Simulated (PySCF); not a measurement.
**Te²⁺ (tellurium, charge +2) across methods**

[Kr] 4d10 5s2 5p2, high-spin 3P determinant. Computed with PySCF 2.14 in x2c-QZVPPall with one added diffuse shell each of s, p, d, f type (14s10p8d5f1g, 128 functions), with scalar relativity by spin-free X2C-1e.

```json
{"method": "BHandHLYP", "E (hartree)": "-6792.77", "mean ε 5s α (eV)": "-36.710", "mean ε 5s β (eV)": "-33.851", "mean ε 5p α (eV)": "-25.277", "Σ⟨r²⟩ (bohr²)": "40.23", "⟨S²⟩": "2.003"}
{"method": "LDA", "E (hartree)": "-6786.43", "mean ε 5s α (eV)": "-33.610", "mean ε 5s β (eV)": "-32.230", "mean ε 5p α (eV)": "-23.080", "Σ⟨r²⟩ (bohr²)": "40.03", "⟨S²⟩": "2.001"}
{"method": "r2SCAN0", "E (hartree)": "-6792.75", "mean ε 5s α (eV)": "-35.580", "mean ε 5s β (eV)": "-32.786", "mean ε 5p α (eV)": "-24.572", "Σ⟨r²⟩ (bohr²)": "40.10", "⟨S²⟩": "2.004"}
{"method": "TPSS", "E (hartree)": "-6792.48", "mean ε 5s α (eV)": "-33.466", "mean ε 5s β (eV)": "-31.543", "mean ε 5p α (eV)": "-23.094", "Σ⟨r²⟩ (bohr²)": "40.11", "⟨S²⟩": "2.002"}
{"method": "UHF", "E (hartree)": "-6789.98635", "mean ε 5s α (eV)": "-39.568", "mean ε 5s β (eV)": "-34.529", "mean ε 5p α (eV)": "-27.350", "Σ⟨r²⟩ (bohr²)": "40.54", "⟨S²⟩": "2.008"}
{"method": "r2SCAN", "E (hartree)": "-6792.78", "mean ε 5s α (eV)": "-33.937", "mean ε 5s β (eV)": "-31.728", "mean ε 5p α (eV)": "-23.414", "Σ⟨r²⟩ (bohr²)": "40.09", "⟨S²⟩": "2.004"}
{"method": "PBE0", "E (hartree)": "-6792.42", "mean ε 5s α (eV)": "-35.136", "mean ε 5s β (eV)": "-32.745", "mean ε 5p α (eV)": "-24.272", "Σ⟨r²⟩ (bohr²)": "40.11", "⟨S²⟩": "2.002"}
```

Task: Estimate the same row for PBE.

Result: E (hartree) = -6792.35; mean ε 5s α (eV) = -33.339; mean ε 5s β (eV) = -31.725; mean ε 5p α (eV) = -22.987; Σ⟨r²⟩ (bohr²) = 40.11; ⟨S²⟩ = 2.001.
